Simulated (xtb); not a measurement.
C$_{4}$H$_{8}$, triplet, geometry from GFN2-xTB (a higher spin typed on purpose: for a closed-shell molecule this is an excited state); GFN2-xTB (xtb).

Input for xtb:
```
$ xtb mol.xyz --gfn 2 --uhf 2 --json

# file mol.xyz
12

C     -1.15624507    -0.87916860    -0.04051442
C     -0.01256111     0.08350426     0.01189816
C      1.36521109    -0.48911726    -0.09391931
C     -0.22788925     1.49221281     0.14524560
H     -1.01654276    -1.68594538     0.68395579
H     -1.22938198    -1.34750214    -1.02810732
H     -2.09715668    -0.37703551     0.16949563
H      1.59582270    -1.11669389     0.77353669
H      2.11067560     0.29966423    -0.15358709
H      1.45354928    -1.12579148    -0.97865012
H     -0.35123030     2.13528041    -0.71439919
H     -0.27682982     1.97343663     1.11149528
```

Q: What does xtb print? Leave out banner, timings and long lists.

A: 
```
   ID    Z sym.   atoms
    1    6 C      1-4
    2    1 H      5-12

           -------------------------------------------------
          |                Calculation Setup                |
           -------------------------------------------------

           -------------------------------------------------
          |                 G F N 2 - x T B                 |
           -------------------------------------------------

          ...................................................
          :                      SETUP                      :
          :.................................................:
          :  # basis functions                  24          :
          :  # atomic orbitals                  24          :
          :  # shells                           16          :
          :  # electrons                        24          :
          :  max. iterations                   250          :
          :  Hamiltonian                  GFN2-xTB          :
          :  restarted?                      false          :
          :  GBSA solvation                  false          :
          :  PC potential                    false          :
          :  electronic temp.          300.0000000     K    :
          :  accuracy                    1.0000000          :
          :  -> integral cutoff          0.2500000E+02      :
          :  -> integral neglect         0.1000000E-07      :
          :  -> SCF convergence          0.1000000E-05 Eh   :
          :  -> wf. convergence          0.1000000E-03 e    :
          :  Broyden damping             0.4000000          :
          :  net charge                          0          :
          :  unpaired electrons                  2          :
          ...................................................

 iter      E             dE          RMSdq      gap      omega  full diag
   1    -12.6544888 -0.126545E+02  0.331E+00    9.85       0.0  T
   2    -12.6740421 -0.195534E-01  0.186E+00    9.97       1.0  T
   3    -12.6745875 -0.545398E-03  0.642E-01    9.89       1.0  T
   4    -12.6747319 -0.144332E-03  0.928E-02    9.92       1.0  T
   5    -12.6747533 -0.214690E-04  0.493E-02    9.90       1.0  T
   6    -12.6747535 -0.142040E-06  0.575E-03    9.90       5.0  T
   7    -12.6747537 -0.160810E-06  0.129E-03    9.90      22.4  T
   8    -12.6747537 -0.414177E-09  0.372E-04    9.90      77.6  T
   9    -12.6747537 -0.595394E-09  0.729E-05    9.90     395.9  T

[...]
         :: total energy             -12.479167331303 Eh    ::
[...]
     8   1 H        0.924     0.043     2.412     2.429
     9   1 H        0.925     0.037     2.483     2.464
    10   1 H        0.924     0.043     2.412     2.429
    11   1 H        0.926     0.039     2.462     2.454
    12   1 H        0.926     0.039     2.462     2.454

 Mol. C6AA /au·bohr⁶  :       1076.565723
 Mol. C8AA /au·bohr⁸  :      23320.709278
 Mol. α(0) /au        :         50.896754

Wiberg/Mayer (AO) data.
largest (>0.10) Wiberg bond orders for each atom

 ---------------------------------------------------------------------------
     #   Z sym  total        # sym  WBO       # sym  WBO       # sym  WBO
 ---------------------------------------------------------------------------
     1   6 C    3.995 --     2 C    1.020     7 H    0.986     5 H    0.963
                             6 H    0.956
     2   6 C    3.356 --     4 C    1.150     3 C    1.020     1 C    1.020
     3   6 C    3.995 --     2 C    1.020     9 H    0.987    10 H    0.962
                             8 H    0.957
     4   6 C    3.177 --     2 C    1.150    12 H    0.952    11 H    0.952
     5   1 H    0.997 --     1 C    0.963
     6   1 H    0.997 --     1 C    0.956
     7   1 H    0.999 --     1 C    0.986
     8   1 H    0.997 --     3 C    0.957
     9   1 H    0.999 --     3 C    0.987
    10   1 H    0.997 --     3 C    0.962
    11   1 H    0.997 --     4 C    0.952
    12   1 H    0.997 --     4 C    0.952
 ---------------------------------------------------------------------------

Topologies differ in total number of bonds
Writing topology from bond orders to xtbtopo.mol

molecular dipole:
                 x           y           z       tot (Debye)
 q only:        0.027      -0.174      -0.018
   full:        0.028      -0.183      -0.022       0.474
molecular quadrupole (traceless):
                xx          xy          yy          xz          yz          zz
 q only:        0.261       0.010       0.179       0.000       0.062      -0.441
  q+dip:       -0.739      -0.281       0.991       0.055       0.138      -0.252
   full:       -0.186      -0.119       0.525       0.036       0.095      -0.339

           -------------------------------------------------
          | TOTAL ENERGY              -12.479167331303 Eh   |
          | GRADIENT NORM               0.000067957058 Eh/α |
          | HOMO-LUMO GAP               9.897153050577 eV   |
           -------------------------------------------------

normal termination of xtb
```
